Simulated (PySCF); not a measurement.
## Levels along the 3-electron series

One electron added to the closed shell 1s2: EOM-EA-CCSD calculated with PySCF 2.14, two-component X2C-1e with screened spin-orbit coupling, each ion in its own even-tempered basis, nothing frozen, the virtual space cut to natural spinors and corrected at second order; no Breit or QED terms. Binding energy of 2s1/2 and energies of the other levels above it, in eV.

```csv
ion,2s1/2 binding,2p1/2 − 2s1/2,2p3/2 − 2s1/2,NIST ionisation energy
Al¹⁰⁺,442.05,21.765,22.584,442.00 (t)
Si¹¹⁺,523.47,23.736,24.879,523.41 (t)
P¹²⁺,611.81,25.713,27.267,611.74 (t)
S¹³⁺,707.09,27.699,29.767,706.99 (t)
Cl¹⁴⁺,809.31,29.683,32.384,809.20 (t)
K¹⁶⁺,1034.7,33.691,38.081,1034.5 (t)
Ca¹⁷⁺,1157.9,35.706,41.191,1157.7 (t)
Sc¹⁸⁺,1288.2,37.729,44.503,1288.0 (t)
Ti¹⁹⁺,1425.6,39.767,48.046,1425.3 (t)
```

Problem. Estimate the missing row, Ar¹⁵⁺.

Solution. The calculation gives 2s1/2 binding 918.52; 2p1/2 − 2s1/2 31.689; 2p3/2 − 2s1/2 35.157. The NIST ionisation energy is 918.38 (t).

Each ion has its own basis, which adds noise of up to about 0.1 % of the binding energies along the series.

The 2p interval goes from 0.8191 to 8.279 eV, as Z to the power 4.40; a hydrogen-like ion gives 4, and the power is higher where the screened charge Z − σ still grows faster than Z or where Zα is large.

NIST values marked (s) are semi-empirical, (t) theoretical.
